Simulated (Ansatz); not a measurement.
`[NH2][GeH2][CH]=S` + `I[SiH]1CO1` → `S=[CH][GeH3]` + `N[Si]1(I)CO1`  (redistribution)

Isolated molecules relaxed with PBE0-D4/def2-TZVP in Ansatz; ΔE leaves out vibrations. CCSD(T)/CBS is the MP2 limit (def2-TZVPP, def2-QZVPP) plus CCSD(T) − MP2 in def2-TZVPP, frozen cores. DFT in def2-TZVPP. B3LYP here is the variant with VWN-RPA as its local correlation; programs differ in this. def2 core potentials past Kr. For Ge, I outer-core shells are correlated without core-valence functions, which leaves a few kJ/mol of doubt a bond. Scalar relativity is left out up to krypton. Each species was taken in one conformer, which may not be the lowest.

`[NH2][GeH2][CH]=S`:

Cartesian coordinates in Å:
```
N -1.059 -1.138 -0.689
Ge -0.261 0.504 -0.468
C 1.042 0.514 1.014
S 2.618 0.770 0.816
H -0.415 -1.901 -0.846
H -1.704 -1.399 0.043
H 0.508 0.852 -1.746
H -1.393 1.495 -0.144
H 0.663 0.304 2.019
```

`I[SiH]1CO1`:

Cartesian coordinates in Å:
```
I -0.139 0.343 2.808
Si 0.568 0.215 0.507
C -0.589 -0.096 -0.836
O 0.277 -1.185 -0.315
H 1.896 0.835 0.346
H -1.644 -0.268 -0.637
H -0.369 0.156 -1.872
```

`S=[CH][GeH3]`:

Z-matrix (Å, degrees):
```
Ge
C 1 1.963
H 1 1.530 2 108.6
H 1 1.539 2 108.7 3 121.1
H 1 1.539 2 108.7 3 -121.1
S 2 1.607 1 124.3 3 0.1
H 2 1.094 1 116.6 3 -179.9
```

`N[Si]1(I)CO1`:

```xyz
9

N     1.412    0.217   -0.861
Si   -0.186    0.136   -0.345
I    -1.595    0.153   -2.311
C    -0.819   -0.474    1.220
O    -0.631    1.004    0.970
H     2.179    0.386   -0.233
H     1.677    0.145   -1.827
H    -0.173   -0.832    2.019
H    -1.865   -0.736    1.368
```

| level | ΔE (kJ/mol) | difference from CCSD(T)/CBS |
| --- | --- | --- |
| PBE-D4 | -64.1 | 4.4 |
| r2SCAN-D4 | -69.7 | -1.2 |
| PBE0-D4 | -68.7 | -0.2 |
| B3LYP-D4 | -70.2 | -1.7 |
| B2PLYP | -66.8 | 1.7 |
| PBE | -62.0 | 6.5 |
| r2SCAN | -69.3 | -0.8 |
| B3LYP | -66.6 | 1.9 |
| SCS-MP2/def2-TZVPP | -65.1 | 3.4 |
| CCSD/def2-TZVPP | -67.0 | 1.5 |
| HF/def2-QZVPP | -70.8 | -2.3 |
| MP2/def2-QZVPP | -69.0 | -0.5 |
| SCS-MP2/def2-QZVPP | -67.1 | 1.4 |
| HF/CBS(def2) | -70.9 | -2.4 |
| MP2/CBS(def2) | -70.0 | -1.5 |
| CCSD/CBS(def2) | -70.0 | -1.5 |
| CCSD(T)/CBS | -68.5 | 0 |

Largest T1 diagnostic among the species: 0.014.

From PBE to PBE0 (25 % exact exchange), in def2-TZVPP and without D4, ΔE moves by −4.9 kJ/mol. The D4 term adds −3.6 kJ/mol with B3LYP and −1.8 kJ/mol with PBE0; it sums over pairs of atoms, weighted by their polarisabilities, and B3LYP, whose exchange is more repulsive, gets the larger term.
